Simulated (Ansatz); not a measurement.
Program: Ansatz. Geometries: PBE0-D4/def2-TZVP. ΔE: electronic, gas phase. CBS: MP2 limit from def2 TZ/QZ plus the TZ coupled-cluster correction, frozen cores. This one scheme is used for every species. Functionals use def2-TZVPP. One conformer a species, not always the lowest.

Reaction (cleavage of the Si–B bond): `FB[SiH3]` + `CC(F)S` → `CC(F)S[SiH3]` + `BF`

```tsv
level	ΔE (kcal/mol)
PBE0-D4	-17.3
B2PLYP	-18.0
PBE	-14.9
MP2/def2-TZVPP	-20.8
SCS-MP2/def2-TZVPP	-19.9
CCSD/def2-TZVPP	-17.7
MP2/def2-QZVPP	-21.2
HF/CBS(def2)	-18.7
```

**Question.** What does CCSD(T)/CBS give? (Best estimate.)

**Answer.** Computed: -18.7 kcal/mol. The listed levels differ from it by 1.4, 0.7, 3.8, -2.1, -1.2, 1.0, -2.5, 0.0 kcal/mol.

Largest T1 diagnostic among the species: 0.014.

The D4 term adds −2.0 kcal/mol with B3LYP and −1.1 kcal/mol with PBE0; it sums over pairs of atoms, weighted by their polarisabilities, and B3LYP, whose exchange is more repulsive, gets the larger term. From PBE to PBE0 (25 % exact exchange), in def2-TZVPP and without D4, ΔE moves by −1.2 kcal/mol.

B3LYP here is the variant with VWN-RPA as its local correlation; programs differ in this.
